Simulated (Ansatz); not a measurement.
Computed with Ansatz.

C₂H₄F₂Si (`F[C@H]1C[Si@@H]1F`) at its PBE0-D4/def2-TZVP geometry, where that method's forces vanish. Charge 0, multiplicity 1.

```tsv
atom	x (Å)	y (Å)	z (Å)
F1	-0.837	1.675	0.911
C2	-0.246	0.914	-0.064
C3	0.874	-0.049	0.395
Si4	-0.573	-0.868	-0.377
F5	-0.538	-1.426	-1.868
H6	0.043	1.533	-0.913
H7	1.869	0.108	-0.010
H8	0.884	-0.204	1.474
H9	-1.476	-1.682	0.452
```

Q: For each bond, give half the difference of the two atoms' forces along it (eV/Å; positive pushes the atoms apart) under PBE-D4, r2SCAN-D4, B3LYP-D4, ωB97M-V in def2-TZVPP. (Estimate.)

A: The calculation gave: 
```json
{"bond": "F1–C2", "length (Å)": "1.371", "PBE-D4": "0.47", "r2SCAN-D4": "0.34", "B3LYP-D4": "0.40", "ωB97M-V": "0.32"}
{"bond": "C2–C3", "length (Å)": "1.547", "PBE-D4": "0.04", "r2SCAN-D4": "0.08", "B3LYP-D4": "0.16", "ωB97M-V": "0.12"}
{"bond": "C2–Si4", "length (Å)": "1.838", "PBE-D4": "-0.03", "r2SCAN-D4": "-0.04", "B3LYP-D4": "0.00", "ωB97M-V": "-0.10"}
{"bond": "C2–H6", "length (Å)": "1.089", "PBE-D4": "0.05", "r2SCAN-D4": "-0.09", "B3LYP-D4": "-0.20", "ωB97M-V": "-0.17"}
{"bond": "C3–Si4", "length (Å)": "1.833", "PBE-D4": "0.08", "r2SCAN-D4": "0.08", "B3LYP-D4": "0.14", "ωB97M-V": "0.02"}
{"bond": "C3–H7", "length (Å)": "1.085", "PBE-D4": "0.05", "r2SCAN-D4": "-0.05", "B3LYP-D4": "-0.11", "ωB97M-V": "-0.10"}
{"bond": "C3–H8", "length (Å)": "1.090", "PBE-D4": "0.08", "r2SCAN-D4": "-0.05", "B3LYP-D4": "-0.11", "ωB97M-V": "-0.08"}
{"bond": "Si4–F5", "length (Å)": "1.592", "PBE-D4": "0.48", "r2SCAN-D4": "0.04", "B3LYP-D4": "0.17", "ωB97M-V": "0.18"}
{"bond": "Si4–H9", "length (Å)": "1.472", "PBE-D4": "-0.06", "r2SCAN-D4": "-0.06", "B3LYP-D4": "-0.17", "ωB97M-V": "-0.19"}
```

B3LYP here is the variant with VWN-RPA as its local correlation; programs differ in this.
